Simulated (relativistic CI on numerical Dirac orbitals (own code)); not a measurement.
Electric-dipole transitions in Rh7+

Computed by Dirac-Coulomb-Breit CI, orbitals from a KLI potential per configuration, model QED, unscaled Slater integrals (own radial code, finite nucleus).

Configuration list (outside the closed core [Ar] 3d10): 4s²4p⁶4d², 4s²4p⁶4d5s, 4s²4p⁶4d4f, 4s²4p⁵4d³, 4s²4p⁶4d5p, 4s²4p⁶5s², 4s²4p⁶4f², 4s4p⁶4d³, 4s²4p⁶5s5p, 4s²4p⁶4d5d, 4s²4p⁶4f5s, 4s²4p⁶5p², 4s²4p⁵4d²4f, 4s²4p⁶4d6s, 4s²4p⁶4f5p, 4s²4p⁶4d6p, 4s²4p⁶4d5f, 4s²4p⁶4d6d, 4s²4p⁶4d5g, 4s²4p⁵4d²5s, 4s4p⁶4d²4f, 4s²4p⁶4d7s, 4s²4p⁶4d7p, 4s²4p⁶4d6f, 4s²4p⁵4d²5p, 4p⁶4d⁴, 4p⁵4d⁵, 4s4p⁶4d5s², 4s4p⁶4f5s², 4s4p⁶5s²5p, 4s4p⁶5s²5d. Double excitations out of closed p, d and f shells are left out; levels of such configurations are missing from the list, as are those of other unlisted configurations, and high levels can miss mixing partners. These lack a partner that the ground configuration has and come out too high: 4s²4p⁵4d²4f, 4s²4p⁵4d²5s, 4s4p⁶4d²4f, 4s²4p⁵4d²5p.

| λ vac (nm) | Lower | Upper | A (s⁻¹) | log gf | S velocity/length |
| --- | --- | --- | --- | --- | --- |
| 15.758 | 4s²4p⁶4d² ³F4 [3] | 4s²4p⁶4d5f ³G°5 [211] | 1.30e+11 | 0.73 | 0.56 |
| 15.994 | 4s²4p⁶4d² ¹G4 [8] | 4s²4p⁶4d5f ¹H°5 [225] | 1.35e+11 | 0.76 | 0.59 |
| 16.401 | 4s²4p⁶4d² ¹G4 [8] | 4s²4p⁶4d5f ¹G°4 [204] | 1.57e+11 | 0.76 | 0.55 |
| 17.159 | 4s²4p⁶4d² ³F3 [2] | 4s²4p⁵4d³ ³D°2 [173] | 3.41e+11 | 0.88 | 0.66 |
| 17.285 | 4s²4p⁶4d² ³F4 [3] | 4s²4p⁵4d³ ³D°3 [172] | 3.58e+11 | 1.05 | 0.66 |
| 17.575 | 4s²4p⁶4d² ¹G4 [8] | 4s²4p⁵4d³ ¹F°3 [178] | 3.46e+11 | 1.05 | 0.78 |
| 17.596 | 4s²4p⁶4d² ¹G4 [8] | 4s²4p⁵4d³ ¹G°4 [177] | 4.65e+11 | 1.29 | 0.58 |
| 17.814 | 4s²4p⁶4d² ³F3 [2] | 4s²4p⁵4d³ ³F°3 [168] | 1.98e+11 | 0.82 | 0.65 |
| 17.818 | 4s²4p⁶4d² ³F4 [3] | 4s²4p⁵4d³ ³F°4 [170] | 4.38e+11 | 1.27 | 0.65 |
| 17.846 | 4s²4p⁶4d² ³F2 [1] | 4s²4p⁵4d³ ³F°2 [164] | 1.47e+11 | 0.54 | 0.65 |
| 17.952 | 4s²4p⁶4d² ³F3 [2] | 4s²4p⁵4d³ ³D°3 [165] | 1.99e+11 | 0.83 | 0.68 |
| 17.997 | 4s²4p⁶4d² ³F2 [1] | 4s²4p⁵4d³ ³F°2 [160] | 2.90e+11 | 0.85 | 0.65 |
| 18.346 | 4s²4p⁶4d² ³P2 [7] | 4s²4p⁵4d³ ³P°2 [169] | 3.07e+11 | 0.89 | 0.74 |
| 18.403 | 4s²4p⁶4d² ¹D2 [4] | 4s²4p⁵4d³ ³F°2 [164] | 2.16e+11 | 0.74 | 0.71 |
| 18.426 | 4s²4p⁶4d² ³F4 [3] | 4s²4p⁵4d³ ¹H°5 [157] | 8.78e+10 | 0.69 | 0.70 |
| 18.705 | 4s²4p⁶4d² ¹D2 [4] | 4s²4p⁵4d³ ³D°3 [158] | 2.49e+11 | 0.96 | 0.70 |
| 18.906 | 4s²4p⁶4d² ³F3 [2] | 4s²4p⁵4d³ ³G°4 [152] | 3.68e+11 | 1.25 | 0.71 |
| 18.917 | 4s²4p⁶4d² ³F4 [3] | 4s²4p⁵4d³ ³G°5 [154] | 2.94e+11 | 1.24 | 0.71 |
| 19.015 | 4s²4p⁶4d² ³F2 [1] | 4s²4p⁵4d³ ³G°3 [151] | 3.67e+11 | 1.14 | 0.71 |
| 19.086 | 4s²4p⁶4d² ¹G4 [8] | 4s²4p⁵4d³ ¹H°5 [157] | 2.45e+11 | 1.17 | 0.72 |

Terms are leading LS components. Brackets give the number of a level in order of energy, since labels repeat. The list gives strong lines, with weight on those to low levels, among the lowest 400 of 1604 levels, so that lines to higher ones, which can be the strongest, are missing. Levels whose partners in the same complex of configurations lie outside the list can be far off, and so can their lines. Rates are taken at the computed energies, electric ones in the length gauge. A velocity-to-length ratio far from 1 marks an uncertain rate.

At this charge configurations can still be misplaced by up to about 7 % of their energy. Terms inside the open d or f shell come out 10 to 20 % too wide with unscaled integrals.

LS names give the leading component of a level, which can be under half, so a name can repeat, a term be missing and a line seem to break the LS rules.
